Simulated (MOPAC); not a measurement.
MOPAC input (PM3):

```
PM3 1SCF CHARGE=1 GEO-OK AUX(PRECISION=9) THREADS=1
BrSi

Si   -0.00000000 1   -0.00000000 1   -1.51599915 1
Br    0.00000000 1    0.00000000 1    0.60639966 1
```

Output:

```
 *******************************************************************************
 **                                                                           **
 **                              MOPAC v23.2.5                                **
 **                                                                           **
 *******************************************************************************
 ** MOPAC's Digital Object Identifier: https://doi.org/10.5281/zenodo.6511958 **
 **                                                                           **
 ** Please cite the open-source release paper for use of this MOPAC version:  **
 ** J. E. Moussa and J. J. P. Stewart (2026)                                  **
 ** MOPAC: An open-source semiempirical molecular orbital program             **
 ** J. Open Source Softw., 11(119), 8025, https://doi.org/10.21105/joss.08025 **
 *******************************************************************************

                              PM3 CALCULATION RESULTS

 *******************************************************************************
 *  PM3        - The PM3 Hamiltonian to be used
 *  GEO-OK     - OVERRIDE INTERATOMIC DISTANCE AND OTHER SAFETY CHECKS
 *
 *
 *
 *                 CHARGE ON SYSTEM = +1
 *
 *
 *
 *  1SCF       - DO 1 SCF AND THEN STOP
 *  AUX        - OUTPUT AUXILIARY INFORMATION
 *******************************************************************************
PM3 1SCF CHARGE=1 GEO-OK AUX(PRECISION=9) THREADS=1
 BrSi

   ATOM   CHEMICAL          X               Y               Z
  NUMBER   SYMBOL      (ANGSTROMS)     (ANGSTROMS)     (ANGSTROMS)

     1      Si         -0.00000000  *  -0.00000000  *  -1.51599915  *
     2      Br          0.00000000  *   0.00000000  *   0.60639966  *

          CARTESIAN COORDINATES

    NO.       ATOM           X           Y           Z

     1        Si         -0.0000     -0.0000     -1.5160
     2        Br          0.0000      0.0000      0.6064

 Si: (PM3): J. J. P. STEWART, J. COMP. CHEM. 10, 209 (1989).
 Br: (PM3): J. J. P. STEWART, J. COMP. CHEM. 10, 209 (1989).

           Empirical Formula: Si Br  =     2 atoms

      MOLECULAR POINT GROUP   :   C*v

      RHF CALCULATION, NO. OF DOUBLY OCCUPIED LEVELS = 5

 -------------------------------------------------------------------------------
 PM3 1SCF CHARGE=1 GEO-OK AUX(PRECISION=9) THREADS=1
 BrSi

     1SCF WAS SPECIFIED, SO BFGS WAS NOT USED
     SCF FIELD WAS ACHIEVED

                              PM3 CALCULATION
                                                       MOPAC v23.2.5 Linux

          FINAL HEAT OF FORMATION =        212.49194 KCAL/MOL =     889.06628 KJ/MOL

          COSMO AREA              =         98.26 SQUARE ANGSTROMS
          COSMO VOLUME            =         86.70 CUBIC ANGSTROMS

          IONIZATION POTENTIAL    =         15.280184 EV
          HOMO LUMO ENERGIES (EV) =        -15.280 -7.171
          NO. OF FILLED LEVELS    =          5
          MOLECULAR WEIGHT        =        107.9895         POINT GROUP:  C*v

          MOLECULAR DIMENSIONS (Angstroms)

            Atom       Atom       Distance
           Br     2   Si     1     2.12240
           Br     2   Si     1     0.00000
           Si     1   Br     2     0.00000

          SCF CALCULATIONS        =          1

   ATOM   CHEMICAL          X               Y               Z
  NUMBER   SYMBOL      (ANGSTROMS)     (ANGSTROMS)     (ANGSTROMS)

     1      Si         -0.00000000  *  -0.00000000  *  -1.51599915  *
     2      Br          0.00000000  *   0.00000000  *   0.60639966  *

                             CARTESIAN COORDINATES

   1   Si       -0.000000000    -0.000000000    -1.515999150
   2   Br        0.000000000     0.000000000     0.606399660

           Empirical Formula: Si Br  =     2 atoms

      MOLECULAR POINT GROUP   :   C*v

                  EIGENVALUES
 -24.56254 -19.36084 -17.11837 -17.11837 -15.28018  -7.17083  -7.17083  -5.51004

              NET ATOMIC CHARGES AND DIPOLE CONTRIBUTIONS

  ATOM NO.   TYPE          CHARGE      No. of ELECS.   s-Pop       p-Pop
    1         Si           1.309733        2.6903     1.95507     0.73520
    2         Br          -0.309733        7.3097     1.85401     5.45573
 DIPOLE           X         Y         Z       TOTAL
 POINT-CHG.     0.000     0.000   -10.701    10.701
 HYBRID        -0.000    -0.000     1.418     1.418
 SUM           -0.000    -0.000    -9.282     9.282

          ATOMIC ORBITAL ELECTRON POPULATIONS

     Atom    s        px        py        pz
    1 Si   1.95507   0.10884   0.10884   0.51752
    2 Br   1.85401   1.89116   1.89116   1.67341

 **********************
 *                    *
 * JOB ENDED NORMALLY *
 *                    *
 **********************

 == MOPAC DONE ==
```

The dipole moment of an ion depends on the origin.
